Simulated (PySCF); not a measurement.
# One molecule, several mistakes: B3H6Si

Calculated results; nothing here was measured. The program is PySCF 2.14.0, an open-source quantum chemistry code, run on an isolated molecule that a program drew, which may never have been made. The molecule is B3H6Si (charge 0, doublet), drawn as the SMILES string `BBB[SiH2]`.

Each row is a Hartree-Fock (HF) and frozen-core CCSD(T) single point in the cc-pV(D+d)Z basis, meant for a local HF minimum. Run 1 is clean. Each other run has one planted mistake out of seven kinds, and not every kind appears here: one electron removed, one electron added, multiplicity raised by two, geometry at a saddle point, minimal basis STO-3G, one bond length entered in bohr, all coordinates scaled. The reference is restricted for singlets and unrestricted otherwise, and also for a bond in bohr. Adding or removing an electron swaps singlet and doublet. Electrons count all cores. HOMO and LUMO are orbital energies over both spins, the gradient is its largest component, and the lowest frequency (negative if imaginary) is given only where the gradient is small. Bond lengths are over the 9 bonds as drawn. T1 is the CCSD diagnostic: over 0.02 (restricted) or 0.045 (unrestricted) a single reference is doubtful.

Geometry of the clean run:
```xyz
10
B3H6Si, angstrom
B     1.2117   -0.5682    1.9168
B     0.0125   -0.6700    0.7473
B    -0.7016    0.6091   -0.0710
Si    0.0477    1.4656   -1.6878
H     0.9472   -0.4669    3.0862
H     2.3783   -0.6041    1.6218
H    -0.3844   -1.7791    0.4687
H    -1.7124    1.1001    0.3600
H     1.1427    0.8436   -2.4637
H    -0.7827    2.3328   -2.5501
```

| run | electrons | basis functions | <S^2> | HOMO (eV) | LUMO (eV) | gradient (hartree/bohr) | lowest frequency (cm^-1) | mean bond (Å) | longest bond (Å) | T1 | HF (hartree) | CCSD(T) (hartree) | mistake |
|---|---|---|---|---|---|---|---|---|---|---|---|---|---|
| 1 | 35 | 95 | 0.766 | -8.38 | 0.55 | 1.6e-05 | 94 | 1.4569 | 1.977 | 0.0192 | -366.37643 | -366.78032 | no fault |
| 2 | 35 | 95 | 0.760 | -8.35 | -0.28 | 5.2e-05 | -428 | 1.4705 | 1.944 | 0.0187 | -366.34398 | -366.74739 | geometry at a saddle point |
| 3 | 36 | 95 | 0.000 | -1.04 | 6.05 | 3.7e-02 | - | 1.4569 | 1.977 | 0.0240 | -366.38208 | -366.83189 | one electron added |
| 4 | 35 | 30 | 0.763 | -5.68 | 5.43 | 2.5e-02 | - | 1.4569 | 1.977 | 0.0181 | -362.09127 | -362.27793 | minimal basis STO-3G |
| 5 | 34 | 95 | 0.000 | -15.64 | -6.75 | 4.0e-02 | - | 1.4569 | 1.977 | 0.0226 | -366.09913 | -366.48661 | one electron removed |
| 6 | 35 | 95 | 3.804 | -6.53 | -1.20 | 5.8e-02 | - | 1.4569 | 1.977 | 0.0256 | -366.22426 | -366.62786 | ? |

**Which mistake was planted in run 6, and what did it cost?**

Electrons, basis and geometry are unchanged, and <S^2> is 3.804, beside S(S+1) = 3.75 for a multiplicity of 4. So the mistake is: multiplicity raised by two. Subtracting run 1 and multiplying by 627.51 kcal/mol a hartree, the energy moved by 95.5 kcal/mol in HF and 95.7 kcal/mol in CCSD(T).

Cautions from the logs. Run 3: T1 is over the limit, so its CCSD(T) energy is less reliable; run 5: T1 is over the limit, so its CCSD(T) energy is less reliable.
